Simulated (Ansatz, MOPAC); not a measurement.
System: Si$_{2}$H$_{3}$Cl$_{3}$, net charge 0, singlet state. SMILES: [SiH3][Si](Cl)(Cl)Cl

Atoms: Si1, Si2, Cl3, Cl4, Cl5, H6, H7, H8. Bonds: Si1-Si2, Si1-H6, Si1-H7, Si1-H8, Si2-Cl3, Si2-Cl4, Si2-Cl5.

Bond lengths (Å) and angles (degrees) optimised at AM1 with MOPAC; HF/6-31G* with Ansatz (a first-principles code); MP2/6-31G* with Ansatz, each started from the B3LYP-D3(BJ)/def2-TZVP structure (Ansatz) of the last column. A row stands for all coordinates that are equal there. 6-31G* holds six Cartesian d functions. No wavenumbers were computed at MP2/6-31G*, so these may be saddle points.

| coordinate | AM1 | HF/6-31G* | MP2/6-31G* | B3LYP-D3(BJ)/def2-TZVP |
|---|---|---|---|---|
| Si1-Si2 | 2.457 | 2.344 | 2.330 | 2.333 |
| Si1-H6 | 1.467 | 1.472 | 1.483 | 1.479 |
| Si2-Cl3 | 2.055 | 2.055 | 2.051 | 2.056 |
| Si1-Si2-Cl3 | 110.5 | 111.1 | 110.8 | 110.7 |
| Cl3-Si2-Cl4 | 108.4 | 107.8 | 108.1 | 108.2 |
| Si2-Si1-H6 | 109.1 | 108.3 | 108.4 | 108.5 |
| H6-Si1-H7 | 109.8 | 110.6 | 110.5 | 110.4 |

Mean signed difference of all 7 bond lengths from B3LYP-D3(BJ)/def2-TZVP: AM1 0.012 Å, HF/6-31G* -0.002 Å, MP2/6-31G* -0.001 Å.
